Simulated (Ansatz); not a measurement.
`N#C[Si](Cl)(Cl)Cl` + H–F → `F[Si](Cl)(Cl)Cl` + `C#N` at 600 K and 1 bar (ligand exchange at the Si–C bond).

Computed with Ansatz on PBE0-D4/def2-TZVP structures; ΔE is electronic, products minus reactants. CCSD(T)/CBS adds triple-zeta CCSD(T) − MP2 to the extrapolated MP2 energy (def2 sets, frozen cores). This one scheme is used for every species.

```tsv
species	CCSD(T)/CBS energy (Eh)	H − E (kJ/mol)	S (J/(mol·K))
`N#C[Si](Cl)(Cl)Cl`	-1761.31365	93.3	437.0
H–F	-100.39570	42.3	194.0
`F[Si](Cl)(Cl)Cl`	-1768.43208	69.8	397.4
`C#N`	-93.32098	64.3	228.4
```

H − E and S are ideal-gas, rigid-rotor, harmonic terms from PBE0-D4/def2-TZVP. 1 Eh = 2625.50 kJ/mol, R = 8.31446 J/(mol·K).

Problem. By hand: ΔE, ΔH, ΔS and ΔG.

Solution. ΔE = (-1768.43208) + (-93.32098) − (-1761.31365) − (-100.39570) = -0.04371 Eh = -114.8 kJ/mol. Δ(H − E) = 69.8 + 64.3 − 93.3 − 42.3 = -1.5, so ΔH = -116.3 kJ/mol. ΔS = 397.4 + 228.4 − 437.0 − 194.0 = -5.2 J/(mol·K). ΔG = -116.3 − 600 × (-5.2)/1000 = -113.2 kJ/mol.

Problem. By hand: the equilibrium constant, and the temperature at which ΔG would vanish if ΔH and ΔS stayed fixed.

Solution. log₁₀ K = −ΔG/(RT ln 10) = 9.9. ΔG = 0 at ΔH/ΔS = 22365 K, far beyond where these terms or the molecules hold.

The number of gas molecules stays the same, so ΔS is small and ΔH decides. A doubt of 5 kJ/mol in ΔE shifts log₁₀ K by 0.4 here. These are equilibria of isolated gas molecules and say nothing of rates. Largest T1 diagnostic: 0.014 (customary marks: 0.02 for closed shells, 0.045 for open ones).
